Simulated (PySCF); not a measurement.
C2H10OSSi3.
Numbering: `[CH3:1][C:2](=[S:3])[O:4][SiH2:5][SiH2:6][SiH3:7]` (hydrogens: H8, H9, H10 on C1; H11, H12 on Si5; H13, H14 on Si6; H15, H16, H17 on Si7)

Geometry (GFN2-xTB, Å), atoms numbered from 1 in this order:
```xyz
17
C2H10OSSi3 angstrom
C     -2.5382    0.6430    1.1434
C     -2.0860    0.1643   -0.1970
S     -3.1079   -0.4263   -1.3150
O     -0.7953    0.2620   -0.4072
Si     0.0473   -0.1725   -1.7859
Si     2.1251    0.3809   -0.9600
Si     2.3295    0.3412    1.3542
H     -2.3934    1.7220    1.2095
H     -1.9332    0.1806    1.9230
H     -3.5877    0.4102    1.2939
H     -0.2509   -1.5819   -2.0480
H     -0.5272    0.5821   -2.9017
H      3.0955   -0.5267   -1.5936
H      2.5248    1.7010   -1.4798
H      1.2889    1.1429    2.0084
H      3.6077    0.8562    1.8534
H      2.1942   -1.0174    1.8924
```

The calculation used TDDFT B3LYP/def2-SVPD, vertical, gas phase, core orbitals frozen in the response in PySCF 2.14.0, density-fitted response routines.

```tsv
state	λ (nm)	E (eV)	f	|μ| (D)	main configurations (H = HOMO, L = LUMO)
S1	377.1	3.29	0.0001	0.10	H→L (99%)
S2	265.9	4.66	0.054	1.74	H→L+1 (93%)
S3	230.5	5.38	0.0097	0.69	H→L+2 (85%), H-1→L (11%)
S4	221.1	5.61	0.205	3.10	H-1→L (62%), H→L+2 (10%), H→L+4 (8%)
S5	217.8	5.69	0.0033	0.39	H-2→L (85%)
S6	217.1	5.71	0.016	0.87	H-1→L+1 (91%)
S7	214.5	5.78	0.0053	0.49	H→L+3 (93%)
S8	210.6	5.89	0.056	1.59	H→L+4 (79%)
```

Triplets (Tamm–Dancoff): T1 2.92 eV, H→L (98%); T2 3.55 eV, H-1→L (97%); T3 4.51 eV, H→L+1 (98%).

The lowest singlet comes at 377 nm (317 kJ/mol) in the ultraviolet; it is dark (f under 0.0005); its leading configuration is HOMO→LUMO (99%). The most intense listed level is S4 at 5.61 eV (221 nm, f = 0.205), 2.32 eV above S1. S1 has the pattern of n→π* at C=S. The listed states span 2.60 eV, and the widest gap between neighbours is 1.38 eV (S1 to S2). The oscillator strengths of these states sum to 0.350; summed over the whole spectrum of an exact calculation they would give the number of electrons, 88 (Thomas–Reiche–Kuhn). Orbital energies (eV): HOMO-3 -8.74, HOMO-2 -8.32, HOMO-1 -7.56, HOMO -6.42, LUMO -1.77, LUMO+1 -1.10, LUMO+2 -0.36. No computed singlet lies in the visible range (380 to 750 nm); the lowest, at 377 nm, stands 0.03 eV above its violet end (3.26 eV); a Tamm–Dancoff triplet lies at 424 nm, without intensity as long as spin–orbit coupling is left out. The window holds the lowest 8 singlets.

One conformer stands for the species.
